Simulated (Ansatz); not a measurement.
Basis sets compared for AsMe2H (C₂H₇As). Total charge 0; singlet. Geometry PBE-D4/def2-SVP. Ansatz on 2 threads of AMD EPYC 7R13 on a shared host; times are rough, and most runs start from earlier orbitals.

```xyz
10

As    1.034   -0.012   -0.586
C     0.134    1.431    0.450
H     0.376    1.298    1.524
H    -0.965    1.418    0.320
H     0.531    2.413    0.126
C    -0.189   -1.493   -0.061
H     0.002   -2.369   -0.711
H    -1.255   -1.205   -0.138
H     0.035   -1.783    0.985
H     0.298    0.301   -1.908
```

Binding counts from free atoms (As quartet, C triplet, H doublet) in the same basis, without a counterpoise term.

```
           level  functions  energy (Eh)  HOMO (eV)  LUMO (eV)  binding per atom (eV)  wall time
       HF/STO-3G         35   -2288.1815      -7.17      10.84                   3.41      0.2 s
 PBE-D4/def2-SVP         95   -2315.5057      -5.69       0.11                   3.59     0.91 s
PBE0-D4/def2-SVP         95   -2315.5909      -6.81       0.95                   3.55      1.2 s
```

(1) Estimate the rows for HF/def2-TZVP, PBE-D4/def2-TZVP, PBE0-D4/def2-TZVP (with forces).

## Answers

(1) 
| level | functions | energy (Eh) | HOMO (eV) | LUMO (eV) | binding per atom (eV) | wall time |
| --- | --- | --- | --- | --- | --- | --- |
| HF/def2-TZVP | 152 | -2314.0316 | -9.33 | 3.34 | 2.60 | 1.4 s |
| PBE-D4/def2-TZVP | 152 | -2315.8728 | -5.77 | -0.21 | 3.57 | 1.4 s |
| PBE0-D4/def2-TZVP (with forces) | 152 | -2315.9541 | -6.85 | 0.60 | 3.53 | 2.4 s |
